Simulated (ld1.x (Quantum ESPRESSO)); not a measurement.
u(r) = r·R(r): atom against pseudo-atom (Br (Z = 35))

Columns: radius, all-electron u(r) and pseudo u(r) of the 3p shell (level -173.49 eV) of bromine in the configuration [Ne] 3s2 3p6 3d10 4s2 4p5; PBE, scalar-relativistic, PAW scheme, ld1.x (Quantum ESPRESSO) 7.5.

```json
{"r (bohr)": "0.072", "all-electron": "0.6991", "pseudo": "-0.0611"}
{"r (bohr)": "0.145", "all-electron": "0.5883", "pseudo": "-0.2351"}
{"r (bohr)": "0.217", "all-electron": "-0.1030", "pseudo": "-0.4822"}
{"r (bohr)": "0.290", "all-electron": "-0.7821", "pseudo": "-0.7595"}
{"r (bohr)": "0.362", "all-electron": "-1.2172", "pseudo": "-1.0080"}
{"r (bohr)": "0.435", "all-electron": "-1.4164", "pseudo": "-1.1912"}
{"r (bohr)": "0.507", "all-electron": "-1.4380", "pseudo": "-1.2795"}
{"r (bohr)": "0.580", "all-electron": "-1.3518", "pseudo": "-1.2719"}
{"r (bohr)": "0.652", "all-electron": "-1.2121", "pseudo": "-1.1852"}
{"r (bohr)": "0.725", "all-electron": "-1.0501", "pseudo": "-1.0465"}
{"r (bohr)": "0.798", "all-electron": "-0.8885", "pseudo": "-0.8893"}
{"r (bohr)": "0.870", "all-electron": "-0.7408", "pseudo": "-0.7409"}
{"r (bohr)": "0.942", "all-electron": "-0.6098", "pseudo": "-0.6098"}
{"r (bohr)": "1.015", "all-electron": "-0.4956", "pseudo": "-0.4956"}
{"r (bohr)": "1.088", "all-electron": "-0.3995", "pseudo": "-0.3995"}
{"r (bohr)": "1.160", "all-electron": "-0.3211", "pseudo": "-0.3211"}
{"r (bohr)": "1.232", "all-electron": "-0.2568", "pseudo": "-0.2568"}
{"r (bohr)": "1.305", "all-electron": "-0.2039", "pseudo": "-0.2039"}
{"r (bohr)": "1.378", "all-electron": "-0.1613", "pseudo": "-0.1613"}
{"r (bohr)": "1.450", "all-electron": "-0.1277", "pseudo": "-0.1277"}
{"r (bohr)": "1.522", "all-electron": "-0.1008", "pseudo": "-0.1008"}
{"r (bohr)": "1.595", "all-electron": "-0.0791", "pseudo": "-0.0791"}
{"r (bohr)": "1.668", "all-electron": "-0.0620", "pseudo": "-0.0620"}
{"r (bohr)": "1.740", "all-electron": "-0.0487", "pseudo": "-0.0487"}
{"r (bohr)": "1.812", "all-electron": "-0.0381", "pseudo": "-0.0381"}
{"r (bohr)": "1.885", "all-electron": "-0.0297", "pseudo": "-0.0297"}
```

Problem. How many radial nodes do the two functions have?

Solution. The all-electron 3p function has n − l − 1 = 1; the pseudo-wave has 0, since the states of the same l below it are removed with the core.

Problem. At about which radius was the pseudo-wave matched?

Solution. 0.90 bohr, where the columns begin to agree (steps of 0.07 bohr).

Problem. Is the pseudo-wave norm-conserving?

Solution. No, it belongs to a PAW set: the norm inside the radius is not constrained, and the difference is carried by the augmentation charge.
